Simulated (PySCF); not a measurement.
**Variants of one PySCF input: LiZn**

Base input, run as `OMP_NUM_THREADS=1 python input.py` with PySCF 2.14:

```python
from pyscf import gto, scf, cc

mol = gto.M(
    atom='Li 0 0 0; Zn 0 0 2.475',
    basis='def2-svpd',
    charge=0,
    spin=1,
    symmetry=True,
    verbose=4,
)
mf = scf.UHF(mol)
mf.kernel()
mycc = cc.CCSD(mf, frozen=5)
mycc.kernel()
mycc.ccsd_t()
mf.dip_moment()
print('orbital energies (hartree):', [e[max(0, n-3):n+3].round(4) for e, n in zip(mf.mo_energy, mol.nelec)])
```

Base result: E(SCF) = -1784.975499 Eh, 14 cycles, E(CCSD) − E(SCF) = -0.34903 Eh, (T) = -0.01121 Eh, ⟨S²⟩ = 0.808, μz(SCF) = 0.54 D. The bond length is a typed value, not an optimised one. No search for the lowest solution was made.

It ran on Intel Xeon 6975P-C (1 thread, shared host) in 5 s, peak memory 0.22 GiB.

Each row names what differs from the base; energies in brackets are changes from the base.

```tsv
change	result	wall time (s)
basis set: def2-svpd → jorge-dzp	E(SCF) = -1785.099299 Eh (-3.3688 eV), 14 cycles, E(CCSD) − E(SCF) = -0.44344 Eh, (T) = -0.01316 Eh, ⟨S²⟩ = 0.810, μz(SCF) = 0.60 D	15
density fitting: none → auto	E(SCF) = -1784.975408 Eh (+0.0025 eV), 14 cycles, E(CCSD) − E(SCF) = -0.34914 Eh, (T) = -0.01121 Eh, ⟨S²⟩ = 0.808, μz(SCF) = 0.54 D	6.3
basis set: def2-svpd → cc-pvdz	E(SCF) = -1785.267088 Eh (-7.9345 eV), 15 cycles, E(CCSD) − E(SCF) = -0.57042 Eh, (T) = -0.01285 Eh, ⟨S²⟩ = 0.810, μz(SCF) = 0.37 D	13
frozen orbitals: 5 → 0	E(SCF) = -1784.975499 Eh (+0.0000 eV), 14 cycles, E(CCSD) − E(SCF) = -0.35241 Eh, (T) = -0.01127 Eh, ⟨S²⟩ = 0.808, μz(SCF) = 0.54 D	11
geometry: bond 2.475 → bond 7.425	E(SCF) = -1784.986692 Eh (-0.3046 eV), 8 cycles, E(CCSD) − E(SCF) = -0.34217 Eh, (T) = -0.01054 Eh, ⟨S²⟩ = 0.750, μz(SCF) = 0.00 D	4.6
basis set: def2-svpd → lanl2dz; core potential: off → on; frozen orbitals: 5 → 0	E(SCF) = -70.938603 Eh, E(CCSD) − E(SCF) = -0.18344 Eh, (T) = -0.00768 Eh, ⟨S²⟩ = 0.796, μz(SCF) = 1.06 D	1
electric field along z (a.u.): none → 0.05; point-group symmetry: on → off [may be another electronic state]	E(SCF) = -1785.310517 Eh (-9.1163 eV), 13 cycles, E(CCSD) − E(SCF) = -0.31020 Eh, (T) = -0.00882 Eh, ⟨S²⟩ = 0.752, μz(SCF) = 39.60 D	5.5
Cartesian functions: off → on	E(SCF) = -1784.978773 Eh (-0.0891 eV), 14 cycles, E(CCSD) − E(SCF) = -0.43195 Eh, (T) = -0.01113 Eh, ⟨S²⟩ = 0.807, μz(SCF) = 0.60 D	8.1
step after the SCF: ccsd(t) → casscf; SCF type: UHF → ROHF; active space: default → 7 electrons in 6 orbitals	stops with PointGroupSymmetryError (Incomplete 2D-irrep orbitals for cylindrical symmetry.) after the SCF	0.75
geometry: bond 2.475 → bond 3.094	E(SCF) = -1784.985263 Eh (-0.2657 eV), 12 cycles, E(CCSD) − E(SCF) = -0.34600 Eh, (T) = -0.01092 Eh, ⟨S²⟩ = 0.796, μz(SCF) = 0.69 D	4.9
step after the SCF: ccsd(t) → eomip; number of roots: default → 6	E(SCF) = -1784.975499 Eh (+0.0000 eV), 14 cycles, E(CCSD) − E(SCF) = -0.34903 Eh, ⟨S²⟩ = 0.808, μz(SCF) = 0.54 D, ionisation roots 4.579, 8.145, 8.402, 9.173, 9.353, 9.353 eV	3.7
spin-free X2C: off → on [basis contracted without relativity]	E(SCF) = -1798.142972 Eh, 13 cycles, E(CCSD) − E(SCF) = -0.34781 Eh, (T) = -0.01113 Eh, ⟨S²⟩ = 0.802, μz(SCF) = 0.94 D	5
electric field along z (a.u.): none → 0.01; point-group symmetry: on → off [may be another electronic state]	E(SCF) = -1784.999171 Eh (-0.6441 eV), 12 cycles, E(CCSD) − E(SCF) = -0.34666 Eh, (T) = -0.01102 Eh, ⟨S²⟩ = 0.759, μz(SCF) = 9.97 D	4.7
step after the SCF: ccsd(t) → optimize	E(SCF) = -1784.975499 Eh (+0.0000 eV), 14 cycles, ⟨S²⟩ = 0.808, all at the start geometry; optimised bond 3.991 Å with E = -1784.986124 Eh after 10 steps	7.4
damping: none → 0.8	E(SCF) = -1784.975499 Eh (+0.0000 eV), 19 cycles, E(CCSD) − E(SCF) = -0.34903 Eh, (T) = -0.01121 Eh, ⟨S²⟩ = 0.808, μz(SCF) = 0.54 D	5.3
basis set: def2-svpd → ano-rcc-vdzp; spin-free X2C: off → on	E(SCF) = -1801.694687 Eh, 13 cycles, E(CCSD) − E(SCF) = -0.53340 Eh, (T) = -0.01057 Eh, ⟨S²⟩ = 0.803, μz(SCF) = 1.08 D	11
convergence threshold: default → 0.001 [unsound on purpose]	E(SCF) = -1784.974699 Eh (+0.0218 eV), 4 cycles, E(CCSD) − E(SCF) = -0.34991 Eh, (T) = -0.01116 Eh, ⟨S²⟩ = 0.770, μz(SCF) = 1.93 D	5.4
geometry: bond 2.475 → bond 3.713	E(SCF) = -1784.986030 Eh (-0.2866 eV), 13 cycles, E(CCSD) − E(SCF) = -0.34463 Eh, (T) = -0.01075 Eh, ⟨S²⟩ = 0.768, μz(SCF) = 0.60 D	5.2
charge: 0 → 1; spin (2S): 1 → 0 [another spin of the ion may lie lower]	E(SCF) = -1784.814616 Eh (+4.3778 eV), 12 cycles, E(CCSD) − E(SCF) = -0.34212 Eh, (T) = -0.01074 Eh	4.4
```

Problem. Order these changes by how far they move the SCF energy from the base, largest first: (1) electric field along z (a.u.): none → 0.01; point-group symmetry: on → off; (2) electric field along z (a.u.): none → 0.05; point-group symmetry: on → off; (3) geometry: bond 2.475 → bond 3.713; (4) geometry: bond 2.475 → bond 7.425.

Solution. (2) -9.1163 eV, (1) -0.6441 eV, (4) -0.3046 eV, (3) -0.2866 eV.
